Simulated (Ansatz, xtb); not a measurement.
**Two isomers of CH3F3OSi**

Structure X is `OC[Si](F)(F)F`, a singlet and structure Y is `FCO[SiH](F)F`, a singlet. Both are isolated molecules in the gas phase, relaxed with r2SCAN-D4/def2-SVP; the shapes shown needn't be the lowest conformers.

X (Å):

```xyz
9

C    -0.6861    2.2991   -1.6587
F    -0.0771   -0.4120   -0.8354
F     1.9459    1.1161   -1.3453
F     0.4808    1.5469    0.7606
O    -1.8561    2.4947   -0.8750
Si    0.4400    1.1045   -0.7879
H    -1.5803    2.8573   -0.0214
H    -1.0085    1.8868   -2.6293
H    -0.1548    3.2457   -1.8936
```

Y (Å):

```xyz
9

C    -0.9069    1.6784   -2.5562
F    -2.1150    1.2134   -3.0079
F    -2.0293   -1.2252   -1.0090
F    -2.1455    1.0318    0.2422
O    -0.3436    0.7618   -1.6804
Si   -1.1374   -0.0086   -0.4605
H    -1.0851    2.6463   -2.0531
H    -0.2281    1.7948   -3.4168
H    -0.1417   -0.5138    0.4895
```

Question: Estimate which is lower in electronic energy at CCSD(T)/def2-SVP + ΔMP2/def2-TZVPP, and by roughly how much.

Answer: The CCSD(T)/def2-SVP + ΔMP2/def2-TZVPP calculation puts structure X lower, by 71.2 kJ/mol.

How the difference moves with the method:

| level | geometry | E(Y) − E(X) (kJ/mol) | departure from the last row (kJ/mol) | job, with rough time for the two |
| --- | --- | --- | --- | --- |
| r2SCAN-D4/def2-SVP | r2SCAN-D4/def2-SVP | +56.6 | −14.6 | optimisation, 31 s |
| HF/def2-SVP | r2SCAN-D4/def2-SVP | +36.5 | −34.7 | part of the CCSD(T) run |
| MP2/def2-SVP | r2SCAN-D4/def2-SVP | +57.1 | −14.1 | part of the CCSD(T) run |
| CCSD(T)/def2-SVP | r2SCAN-D4/def2-SVP | +51.2 | −20.0 | single point |
| CCSD(T)/def2-SVP + ΔMP2/def2-TZVPP | r2SCAN-D4/def2-SVP | +71.2 |  | single point, 19 s |

As drawn, Y has 1 C–F, 1 O–Si, 1 Si–H in place of 1 C–Si, 1 F–Si, 1 O–H.

None of the levels shown reverses the order. The largest departure from CCSD(T)/def2-SVP + ΔMP2/def2-TZVPP is that of HF/def2-SVP, 34.7 kJ/mol. Levels run at GFN2-xTB geometries aren't shown. The last row adds to CCSD(T) the change of the MP2 difference between the two basis sets, here +20.0 kJ/mol, a large step that makes the value less sure.

With harmonic frequencies from r2SCAN-D4/def2-SVP (ideal gas, rigid rotor, one conformer each, 298.15 K, 1 atm): on the last row, ΔE + ΔZPE = +69.8 kJ/mol. A mode under 50 cm⁻¹ makes harmonic enthalpies and free energies unreliable, so none is given.

The correlated steps freeze 10 core orbitals. Codes used: Ansatz 0.2.0; the last row on 2 threads of Intel(R) Xeon(R) 6975P-C (Granite Rapids) on a shared host.
